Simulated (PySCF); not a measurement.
# FTiN + HBr → BrTiN + HF

Level: PBE0 in the def2-TZVP basis family, all electrons, no relativity, computed in PySCF with density fitting; open shells unrestricted.

| species | state and structure | E (Eh) | ZPE (kJ/mol) | H(298 K) − H(0) (kJ/mol) | S° (J/(mol K)) |
| --- | --- | --- | --- | --- | --- |
| FTiN | singlet, Cs, Ti–F 1.833 Å, Ti–N 1.553 Å; F–Ti–N 113.7° | -1003.75828 | 12.5 | 11.5 | 267.9 |
| HBr | singlet, C∞v, H–Br 1.421 Å | -2574.45811 | 16.0 | 8.7 | 198.5 |
| BrTiN | singlet, Cs, Ti–Br 2.431 Å, Ti–N 1.543 Å; Br–Ti–N 119.3° | -3477.83429 | 9.9 | 12.6 | 293.1 |
| HF | singlet, C∞v, H–F 0.920 Å | -100.39188 | 24.9 | 8.7 | 173.6 |

Problem. What is the electronic reaction energy?

Solution. At PBE0/def2-TZVP, ΔE = -25.7 kJ/mol from the differences of the total energies times 2625.5, downhill. 

Problem. Add zero-point, thermal and entropy terms for 298.15 K and 1 bar.

Solution. ΔZPE = 6.3 and Δ[H(298) − H(0)] = 1.1 kJ/mol give ΔH° = -18.3 kJ/mol. ΔS° = 0.3 J/(mol K), so ΔG° = -18.3 − 298.15 × (0.0003) = -18 kJ/mol and log₁₀K = 3.2.

Only the bonding shown was studied: isomers, or loss of a ligand pair, can lie lower.
